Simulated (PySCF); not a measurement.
**Vanadium: a sound run and one with changed settings**

Sound run: V [Ar] 3d3 4s2, V⁺ [Ar] 3d4. Computed with PySCF 2.14 in cc-pVDZ, with no relativity, point nucleus. In the sound run the correlated levels freeze [Ar]. The sound run starts from symmetry-adapted Hartree-Fock orbitals and uses a fine grid where one is needed.

Changed run: initial guess 1e, at most 50 SCF cycles.

```
species  method  sound run (hartree)  changed run (hartree)  converged
      V     UHF           -942.88963             -942.88963        yes
      V    PBE0           -943.69373             -943.69373        yes
      V    TPSS           -943.92090             -943.92765        yes
      V     MP2           -942.93852             -942.93852        yes
     V⁺     UHF           -942.67278             -942.67280        yes
     V⁺    PBE0                  n/a             -943.47173        yes
     V⁺    TPSS           -943.69870             -943.70206        yes
     V⁺     MP2           -942.71031             -942.71033        yes
```

Ionisation energy of V:

```
 method  sound run (eV)  changed run (eV)
    UHF           5.901             5.900
   PBE0             n/a             6.041
    MP2           6.210             6.210
SCS-MP2           6.677             6.677
```

The plain start fixes occupations by D2h representation alone, and V at TPSS, V⁺ at TPSS landed in another state (other ⟨L²⟩ or ⟨S²⟩). 

For comparison, NIST gives 6.746 eV between the lowest levels.
